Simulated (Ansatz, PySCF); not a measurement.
Si(Cl)2(F)(GeH3) (Cl2FGeH3Si), SMILES F[Si](Cl)(Cl)[GeH3]. Atoms are numbered in the order given.

```xyz
8

F      1.0855    -0.2858     1.7671
Si     0.5482    -0.1299     0.2485
Cl     1.5191     1.4697    -0.5806
Cl     1.0842    -1.8251    -0.7651
Ge    -1.7766     0.1800     0.1966
H     -2.1385     1.4543     0.9677
H     -2.4672    -1.0338     0.8281
H     -2.2008     0.3183    -1.2698
```

Geometry: ωB97X-D3(BJ)/def2-SVP.

Two levels are set side by side: PBE-D3(BJ)/def2-SVP (Ansatz, a quantum-chemistry and plane-wave program) and ωB97X-D3(BJ)/def2-SVP (PySCF). Each level has its own optimised geometry; the coordinates shown are those of the second. Frequencies come from the Hessian of PySCF at each geometry. Differences are taken from unrounded values.

```tsv
quantity	ωB97X-D3(BJ)	PBE-D3(BJ)	PBE-D3(BJ) minus ωB97X-D3(BJ)
mean bond length (Å)	1.808	1.827	0.019
bond F1–Si2 (Å)	1.618	1.633	0.015
bond Si2–Cl3 (Å)	2.047	2.068	0.022
bond Si2–Cl4 (Å)	2.047	2.068	0.022
bond Si2–Ge5 (Å)	2.346	2.376	0.030
bond Ge5–H6 (Å)	1.533	1.548	0.015
bond Ge5–H7 (Å)	1.533	1.548	0.015
bond Ge5–H8 (Å)	1.533	1.547	0.014
highest harmonic wavenumber (cm⁻¹)	2209	2109	-100
mean harmonic wavenumber (cm⁻¹)	760	719	-42
zero-point energy (kcal/mol)	19.56	18.49	-1.07
```

GGA bonds tend to be longer and softer than those of functionals with exact exchange. Differences between two approximate levels are no errors against the true value.
